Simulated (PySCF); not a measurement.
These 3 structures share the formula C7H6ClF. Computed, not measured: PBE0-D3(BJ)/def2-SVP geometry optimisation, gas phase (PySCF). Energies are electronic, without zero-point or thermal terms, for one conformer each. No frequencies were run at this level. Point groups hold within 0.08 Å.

Problem. Rank from lowest to highest electronic energy at this level (kcal/mol).
A. `FC1=C[C@@H]2C[C@H]1C=C2Cl`
B. `[F:1][CH2:2][c:3]1[cH:4][cH:5][c:6]([Cl:7])[cH:8][cH:9]1` with F1–C2–C3–C4 -1°
C. 2-chloro-6-fluorotoluene, `Cc1c(F)cccc1Cl`

Solution. C (0.0), B (6.8), A (49.7).

As drawn, the lowest has an aromatic ring, which the highest lacks; the highest has a C=C bond outside aromatic rings, which the lowest lacks.

```
                   SMILES      E (Eh)  E rel (kcal/mol)  dipole (D)  point group       A, B, C (MHz)
           Cc1c(F)cccc1Cl  -829.43899               0.0        0.84           Cs   2234, 1165, 769.4
           FCc1ccc(Cl)cc1  -829.42815               6.8        1.75           Cs  4680, 654.4, 576.2
FC1=C[C@@H]2C[C@H]1C=C2Cl  -829.35983              49.7        1.19           C1  2987, 929.4, 904.1
```
